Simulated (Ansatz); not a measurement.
The lowest singlet and triplet of C2H6Si (SMILES C[Si]C); geometries from B3LYP-D3(BJ)/def2-TZVP, each state relaxed from the structure named, with no frequency check.
Singlet (charge 0, multiplicity 1):
```xyz
9

C      1.4135    -0.2476     0.4986
Si     0.0314     0.3329    -0.6769
C     -1.4549    -0.1911     0.3935
H      1.4709    -1.3407     0.3884
H      2.3955     0.1547     0.2478
H      1.1987    -0.0541     1.5541
H     -1.3123    -1.1517     0.8979
H     -2.4000    -0.2027    -0.1502
H     -1.5439     0.5662     1.1865
```
Triplet (charge 0, multiplicity 3):
```xyz
9

C      1.6179     0.0292     0.4169
Si     0.0040    -0.1893    -0.5574
C     -1.6232     0.2237     0.3277
H      2.4727    -0.2406    -0.2038
H      1.7389     1.0688     0.7310
H      1.6223    -0.6125     1.3013
H     -1.7527    -0.4100     1.2085
H     -2.4688     0.0559    -0.3398
H     -1.6361     1.2713     0.6382
```

A positive gap puts the triplet lower; no zero-point energy. R- takes a restricted singlet. The triplet is unrestricted in single-reference levels. Active spaces average the two states.

Correlated levels freeze the cores.

Codes used: Ansatz (a first-principles code) with Gaussian orbitals. Values without a source in brackets are computed.

R-PBE/def2-TZVPP gives -93.0 kJ/mol for the gap E(singlet) − E(triplet), adiabatic.

**Question.** How do the other levels lie against it? Give each less PBE: R-r2SCAN/def2-TZVPP, R-PBE0/def2-TZVPP, R-wB97M-V/def2-TZVPP, R-B2PLYP/def2-TZVPP, R-MP2/cc-pV(T+d)Z, R-CCSD(T)/cc-pV(T+d)Z, SC-NEVPT2 on SA-CASSCF(2,2)/cc-pV(T+d)Z, FIC-MRCISD+Q on SA-CASSCF(2,2)/cc-pV(T+d)Z.

**Answer.** R-r2SCAN/def2-TZVPP 19.2; R-PBE0/def2-TZVPP 5.2; R-wB97M-V/def2-TZVPP -37.5; R-B2PLYP/def2-TZVPP -14.9; R-MP2/cc-pV(T+d)Z -5.2; R-CCSD(T)/cc-pV(T+d)Z -17.4; SC-NEVPT2 on SA-CASSCF(2,2)/cc-pV(T+d)Z -22.9; FIC-MRCISD+Q on SA-CASSCF(2,2)/cc-pV(T+d)Z -17.0 kJ/mol. 2 of 8 lie above PBE; the widest gap is to R-wB97M-V/def2-TZVPP.

Doubts at one or more of the structures used: a restricted determinant that unrestricted orbitals would lower (R-r2SCAN/def2-TZVPP, R-MP2/cc-pV(T+d)Z, R-CCSD(T)/cc-pV(T+d)Z).
